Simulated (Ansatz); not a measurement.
Molecule (SMILES): [BH] (BH) (closed-shell singlet).
Atoms: B1, H2. Bonds: B1-H2.

Basis-set convergence of the optimised B1-H2 bond length at B3LYP with Ansatz (an electronic-structure program). Cartesian d functions, on some or all atoms, in 6-31G*, 6-31+G*; all else is spherical. The program fits the integrals of some runs and decomposes those of others, by size. No added dispersion term, no relativity. Reference: the value in aug-cc-pV5Z, 1.2308 Å. Deviations are taken from unrounded values.

| basis | functions | optimised B1-H2 bond length (Å) |
|---|---|---|
| 6-31G* | 17 | 1.2451 |
| 6-31+G* | 21 | 1.2379 |
| cc-pVDZ | 19 | 1.2553 |
| aug-cc-pVDZ | 32 | 1.2469 |
| def2-SVP | 19 | 1.2477 |
| def2-SVPD | 28 | 1.2432 |
| pcseg-1 | 19 | 1.2446 |
| aug-pcseg-1 | 32 | 1.2424 |
| 6-311G** | 24 | 1.2370 |
| 6-311+G** | 28 | 1.2348 |
| def2-TZVP | 37 | 1.2330 |
| def2-TZVPD | 46 | 1.2331 |
| cc-pVTZ | 44 | 1.2330 |
| aug-cc-pVTZ | 69 | 1.2318 |
| pcseg-2 | 44 | 1.2320 |
| aug-pcseg-2 | 69 | 1.2318 |
| def2-TZVPP | 45 | 1.2322 |
| def2-TZVPPD | 54 | 1.2319 |
| cc-pVQZ | 85 | 1.2311 |
| aug-cc-pVQZ | 126 | 1.2308 |
| def2-QZVPP | 87 | 1.2312 |
| def2-QZVPPD | 96 | 1.2308 |
| pcseg-3 | 93 | 1.2308 |
| aug-pcseg-3 | 134 | 1.2307 |
| cc-pV5Z | 146 | 1.2310 |
| aug-cc-pV5Z | 207 | 1.2308 |

What the diffuse functions change, pair by pair:
- 6-31G* to 6-31+G*: 4 more functions, deviation 0.0144 to 0.0071 Å
- cc-pVDZ to aug-cc-pVDZ: 13 more functions, deviation 0.0245 to 0.0161 Å
- def2-SVP to def2-SVPD: 9 more functions, deviation 0.0169 to 0.0124 Å
- pcseg-1 to aug-pcseg-1: 13 more functions, deviation 0.0139 to 0.0117 Å
- 6-311G** to 6-311+G**: 4 more functions, deviation 0.0062 to 0.0040 Å
- def2-TZVP to def2-TZVPD: 9 more functions, deviation 0.0022 to 0.0023 Å
- cc-pVTZ to aug-cc-pVTZ: 25 more functions, deviation 0.0022 to 0.0011 Å
- pcseg-2 to aug-pcseg-2: 25 more functions, deviation 0.0013 to 0.0010 Å
- def2-TZVPP to def2-TZVPPD: 9 more functions, deviation 0.0014 to 0.0012 Å
- cc-pVQZ to aug-cc-pVQZ: 41 more functions, deviation 0.0004 to 0.0001 Å
- def2-QZVPP to def2-QZVPPD: 9 more functions, deviation 0.0004 to 0.0001 Å
- pcseg-3 to aug-pcseg-3: 41 more functions, deviation 0.0001 to 0.0000 Å
- cc-pV5Z to aug-cc-pV5Z: 61 more functions, deviation 0.0003 to 0.0000 Å

Leaving out the reference's own pair, they bring the value nearer the reference by more than 0.0001 Å in 10 of 12 pairs.
